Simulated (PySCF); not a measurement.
Au2H4S2Si2, SMILES [Au][S][SiH2][SiH2][S][Au], multiplicity 1. Heavy atoms are numbered as in [Au:1][S:2][SiH2:3][SiH2:4][S:5][Au:6]. Hydrogens are named by the atom that carries them.

The structure is a stationary point at r2SCAN-D4/def2-SVP. The multiplicity is an assumed one; no other spin state was optimised. The def2 effective core potentials stand for the cores of Au; spin–orbit coupling is left out. One conformer was computed; it need not be the lowest.

Level of theory: M06-2X/def2-TZVP in PySCF.

Atomic charges (e), one atom of each kind:

| atom | Mulliken | Löwdin |
|---|---|---|
| Au1 | 0.32 | 0.08 |
| S2 | -0.43 | 0.08 |
| Si3 (SiH2) | 0.12 | -0.11 |
| H on Si3 | 0.00 | -0.03 |
